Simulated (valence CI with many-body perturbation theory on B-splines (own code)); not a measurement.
**Energy levels of Tb XVII**

Method: valence CI with perturbative core correlation (CI+MBPT): three valence electrons over a frozen Dirac-Fock core [Kr] 4d10, a basis of 7 s, 7 p, 7 d, 7 f, 4 g, 2 h functions for each j, with the one-electron correlation potential Σ1 (screened to all orders), the two-electron term Σ2, the three-electron term Σ3, Breit, model QED; selected single and double excitations, second order for the rest, scaled by the run's own slope (own B-spline code, finite nucleus).

No measured levels were compared; by estimate terms of the open shell hold to a few per cent of their energy, and close levels can change places.

Levels 181 to 225 of 258, with energies above the lowest level, (4f5/2^3) J=9/2. "Leading %" is the weight of the configuration and term that name the level; weights of strongly mixed levels are sums over their largest components and can fall short. In the jj column 3d3/2^4 stands for four electrons in 3d with j = 3/2. Lifetimes count E1, E2, E3, M1 and M2 decay at the calculated energies, and are blank where another channel may lead or the interval is too uncertain; long ones can be off by a factor of two.

```
No.  Configuration  Term     J  E (cm⁻¹)  Leading %                Leading jj  Lifetime      g
181         4f 5p2   2G°   7/2    827470         58  4f5/2 5p1/2 5p3/2 (95 %)   47.4 ps  0.930
182         4f2 5d    2D   5/2    827640         36  4f5/2 4f7/2 5d3/2 (75 %)   9.63 ps  1.144
183         4f2 5d    4H   9/2    827650         34  4f5/2 4f7/2 5d3/2 (78 %)   9.50 ps  1.008
184         4f2 5d    4G   5/2    828620         38      4f5/2^2 5d3/2 (63 %)   8.90 ps  0.861
185         4f2 5d    4D   3/2    829280         29  4f5/2 4f7/2 5d3/2 (90 %)   7.73 ps  1.201
186         4f2 5d    4H   9/2    829500         38  4f5/2 4f7/2 5d3/2 (57 %)   9.34 ps  1.086
187         4f2 5d    4K  15/2    829910         59      4f7/2^2 5d3/2 (57 %)   11.6 ps  1.118
188         4f2 5d    2G   7/2    831140         48  4f5/2 4f7/2 5d3/2 (62 %)   8.16 ps  1.035
189         4f2 5d    4H  11/2    831500         42  4f5/2 4f7/2 5d5/2 (64 %)   8.52 ps  1.045
190         4f2 5d    2F   7/2    831820         33  4f5/2 4f7/2 5d3/2 (57 %)   7.49 ps  1.060
191         4f2 5d    4H  13/2    832330         30  4f5/2 4f7/2 5d5/2 (58 %)   9.30 ps  1.108
192         4f2 5d    4F   5/2    832560         25  4f5/2 4f7/2 5d3/2 (80 %)   7.78 ps  1.052
193         4f2 5d    4G   9/2    832960         37  4f5/2 4f7/2 5d5/2 (48 %)   11.6 ps  1.055
194         4f2 5d    4G   5/2    833060         42      4f5/2^2 5d5/2 (53 %)   8.81 ps  0.859
195         4f2 5d    4G   7/2    833880         43  4f5/2 4f7/2 5d3/2 (61 %)   8.92 ps  1.072
196         4f 5p2   4F°   3/2    834900         40  4f5/2 5p1/2 5p3/2 (98 %)   34.1 ps  0.775
197         4f2 5d    4H  11/2    835900         50  4f5/2 4f7/2 5d5/2 (34 %)   10.9 ps  1.075
198         4f 5p2   4D°   7/2    836020         43  4f7/2 5p1/2 5p3/2 (57 %)   38.2 ps  1.193
199         4f2 5d    4I  15/2    836160         56  4f5/2 4f7/2 5d5/2 (71 %)   12.6 ps  1.149
200         4f2 5d    4F   3/2    836580         38      4f5/2^2 5d5/2 (82 %)   9.59 ps  0.780
201         4f 5p2   4G°   9/2    836980         43  4f5/2 5p1/2 5p3/2 (64 %)   51.0 ps  1.085
202         4f2 5d    4P   1/2    837250         76      4f5/2^2 5d5/2 (73 %)   10.0 ps  2.139
203         4f2 5d    4F   9/2    837660         59      4f7/2^2 5d3/2 (48 %)   8.54 ps  1.197
204         4f 5p2   2F°   5/2    837840         63  4f5/2 5p1/2 5p3/2 (92 %)   58.4 ps  0.929
205         4f2 5d    2F   7/2    838560         44      4f7/2^2 5d3/2 (50 %)   10.0 ps  1.046
206         4f2 5d    4G  11/2    838880         68      4f7/2^2 5d5/2 (60 %)   11.6 ps  1.213
207         4f2 5d    4H  13/2    839060         46  4f5/2 4f7/2 5d5/2 (55 %)   9.41 ps  1.134
208         4f2 5d    4F   7/2    840630         41  4f5/2 4f7/2 5d5/2 (61 %)   9.15 ps  1.063
209         4f2 5d    4D   3/2    840720         35      4f5/2^2 5d5/2 (58 %)   8.72 ps  1.118
210         4f2 5d    2F   5/2    840870         36      4f7/2^2 5d3/2 (42 %)   9.13 ps  1.162
211         4f2 5d    2K  13/2    841500         75      4f5/2^2 5d5/2 (36 %)   9.53 ps  0.983
212         4f2 5d    4D   5/2    842510         44      4f5/2^2 5d5/2 (51 %)   8.64 ps  1.132
213         4f 5p2   4D°   5/2    842600         44  4f7/2 5p1/2 5p3/2 (95 %)   40.2 ps  1.245
214         4f2 5d    4K  17/2    843070         99      4f7/2^2 5d5/2 (79 %)   18.5 ps  1.175
215         4f2 5d    4H  11/2    843260         41  4f5/2 4f7/2 5d5/2 (51 %)   8.71 ps  1.049
216         4f2 5d    4G   9/2    843920         64      4f7/2^2 5d3/2 (66 %)   9.06 ps  1.138
217         4f2 5d    4D   7/2    844240         49  4f5/2 4f7/2 5d5/2 (70 %)   8.90 ps  1.211
218         4f 5p2   4F°   9/2    844420         43  4f7/2 5p1/2 5p3/2 (94 %)   36.2 ps  1.221
219         4f 5p2   2D°   3/2    844580         44  4f5/2 5p1/2 5p3/2 (94 %)   48.0 ps  0.780
220         4f2 5d    4D   1/2    844950         48  4f5/2 4f7/2 5d5/2 (91 %)   8.82 ps  0.521
221         4f2 5d    2G   9/2    845230         39  4f5/2 4f7/2 5d5/2 (46 %)   8.08 ps  1.115
222         4f2 5d    4F   5/2    845300         33  4f5/2 4f7/2 5d5/2 (34 %)   8.46 ps  1.051
223         4f2 5d    2D   3/2    845520         46  4f5/2 4f7/2 5d5/2 (59 %)   9.38 ps  0.713
224         4f 5p2   2F°   7/2    845620         35  4f7/2 5p1/2 5p3/2 (76 %)   43.6 ps  1.112
225         4f2 5d    2P   3/2    846270         48  4f5/2 4f7/2 5d5/2 (82 %)   9.63 ps  1.232
```

Where two levels of one J and parity lie close, their mixing, g and order are uncertain.
